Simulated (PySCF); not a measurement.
Species: CH₉GeNSi.
Geometry (PBE0-D3(BJ)/def2-SVP, Å), atoms numbered from 1 in this order:
```
atom  x, y, z in Å
C1    -1.8621    0.8029   -0.3799
Ge2   -0.7840   -0.7556    0.0770
N3     1.0083   -0.4114   -0.1945
Si4    1.9263    0.9009    0.4648
H5    -1.5662    1.6620    0.2407
H6    -2.9295    0.6021   -0.2049
H7    -1.7192    1.0705   -1.4367
H8    -1.0028   -1.1237    1.5600
H9    -1.1221   -1.9598   -0.8236
H10    1.4345   -0.9475   -0.9435
H11    1.3949    1.1919    1.8332
H12    3.3716    0.5256    0.5470
H13    1.8453    2.1811   -0.3163
```

All values: CAM-B3LYP/def2-SVPD (PySCF, non-relativistic), on one gas-phase PBE0-D3(BJ)/def2-SVP geometry that isn't relaxed in the solvent. The solvent is an IEF-PCM continuum (van der Waals radii × 1.2), and excitations are vertical TDDFT with non-equilibrium linear response and a frozen core. The model holds no explicit solvent molecules, cavitation or dispersion. Spin–orbit coupling is left out although an atom past zinc is present.

Gas-phase singlets (H = HOMO, L = LUMO):

```json
{"state": "S1", "E (eV)": "6.020", "λ (nm)": "206", "f": "0.008", "leading configurations": "H→L 85%, H→L+1 11%"}
{"state": "S2", "E (eV)": "6.879", "λ (nm)": "180", "f": "0.014", "leading configurations": "H→L+1 73%, H→L 10%"}
{"state": "S3", "E (eV)": "7.352", "λ (nm)": "169", "f": "0.032", "leading configurations": "H→L+2 52%, H→L+4 25%"}
{"state": "S4", "E (eV)": "7.388", "λ (nm)": "168", "f": "0.015", "leading configurations": "H→L+2 36%, H→L+4 24%"}
{"state": "S5", "E (eV)": "7.504", "λ (nm)": "165", "f": "0.038", "leading configurations": "H→L+3 41%, H→L+4 29%"}
```

Question: What are the lowest 5 singlets in tetrahydrofuran (ε = 7.426)?

Answer: 
```tsv
state	E (eV)	λ (nm)	f	leading configurations	change by rank (eV)
S1	6.078	204	0.010	H→L 84%, H→L+1 12%	+0.058
S2	6.887	180	0.022	H→L+1 74%, H→L 11%	+0.008
S3	7.292	170	0.052	H→L+3 48%, H→L+4 42%	-0.060
S4	7.358	168	0.004	H→L+2 82%	-0.030
S5	7.504	165	0.067	H→L+4 44%, H→L+3 35%	0.000
```

Question: Give the list for water (ε = 78.36), n² = 1.78.

Answer: 
```tsv
state	E (eV)	λ (nm)	f	leading configurations	change by rank (eV)
S1	6.097	203	0.010	H→L 83%, H→L+1 13%	+0.077
S2	6.896	180	0.022	H→L+1 74%, H→L 12%	+0.017
S3	7.287	170	0.049	H→L+3 50%, H→L+4 40%	-0.065
S4	7.361	168	0.003	H→L+2 82%	-0.027
S5	7.513	165	0.067	H→L+4 47%, H→L+3 34%	+0.009
```

Question: The ground-state energy changes by -0.084 eV from gas to water. By how much does the total energy of gas-phase S1 change?

Answer: E(S1) = E(S0) + excitation energy, so it changes by -0.084 + 0.077 = -0.007 eV: it is lowered less than the ground state, which is what a blue shift means. This is the vertical state, with the slow part of the continuum still set for S0.

Question: How do the frontier levels move from gas to water?

Answer: 
```csv
orbital,gas (eV),solvent (eV),change (eV)
LUMO+2,1.64,1.74,+0.10
LUMO+1,1.28,1.45,+0.17
LUMO,0.88,1.05,+0.17
HOMO,-8.47,-8.37,+0.10
HOMO-1,-10.48,-10.31,+0.17
HOMO-2,-10.59,-10.49,+0.10
HOMO-3,-10.73,-10.68,+0.05
```

The HOMO–LUMO gap goes from 9.35 to 9.42 eV. Rows go by rank; for LUMO+2 the atom shares or the degeneracy differ between the runs, so the row needn't follow one orbital.

The run took 17 s of wall time on an Arm Neoverse V2 with one thread (shared host), and the process peaked at 0.84 GiB of memory. This is the whole response run at CAM-B3LYP/def2-SVPD in water, SCF included.
